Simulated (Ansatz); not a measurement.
Pulling the pair apart

The pair of Cl⁻ (SMILES [Cl-], atom 1) and H2O (SMILES O, atoms 2–4), both closed shells, in one local arrangement (a lower one may exist), relaxed at PBE0-D4/def2-TZVPD:

```xyz
4
angstrom
Cl 0.1739 0.0598 -2.0872
O 0.2197 -0.0260 1.0013
H -0.7373 -0.0363 1.0685
H 0.3437 0.0025 0.0173
```

H2O is shifted rigidly along the line between the mean atom positions of the two fragments (negative: closer). Counterpoise interaction energies in kJ/mol. Computed with Ansatz 0.2.0 (basis: def2-TZVPPD); correlated methods freeze the cores.

```
shift (Å)  PBE0-D4     HF  r2SCAN-D4
    -0.21    -63.3  -39.5      -63.1
    -0.11    -67.4  -47.4      -67.2
     0.00    -68.5  -51.6      -68.3
     0.11    -67.6  -53.4      -67.4
     0.25    -64.3  -53.2      -64.3
     0.53    -55.9  -48.8      -55.9
     1.06    -40.3  -37.3      -40.2
     2.11    -21.9  -21.6      -21.6
```

(1) What does CCSD(T) give at these shifts? (To be estimated.)

The T1 diagnostic stays at or below 0.010.

Results:

(1) By the calculation: -53.5, -59.0, -61.1, -61.2, -59.0, -52.0, -38.0, -21.0 kJ/mol. For zero shift, CCSD(T) at an estimated basis limit (MP2 extrapolated from triple and quadruple zeta, plus CCSD(T) − MP2 in triple zeta) gives -64.5 kJ/mol. These are counterpoise interaction energies, counted from the two frozen fragments.

For scale, one of the runs: CCSD(T)/def2-TZVPPD, 125 basis functions, launched by `ansatz run in.yaml --threads 2 --pin off --events-out ev --progress --plain --max-ram 5222MiB`. Hardware: 2 CPU threads of an Intel Xeon 6975P-C, shared host. Wall time 2.6 s; peak host memory 0.64 GiB.
